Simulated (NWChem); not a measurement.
# C$_{3}$H$_{2}$BrCl; SMILES ClC=C=CBr

All runs: NWChem. Geometry: optimised at PBE-D3(BJ)/def2-SVP. Vertical excitations in the gas phase; the lowest state need not have the same character in each row.

For level B3LYP/def2-SVP, TDA:

| Quantity | Result |
|---|---|
| lowest excitation, singlet (eV) | 4.64 |
| orbital gap (eV) | 5.87 |

**Question.** How do the values read with level PBE/def2-SVP, TDA instead?

**Answer.** 
| Item | Result |
|---|---|
| lowest excitation, singlet (eV) | 4.41 |
| orbital gap (eV) | 4.21 |
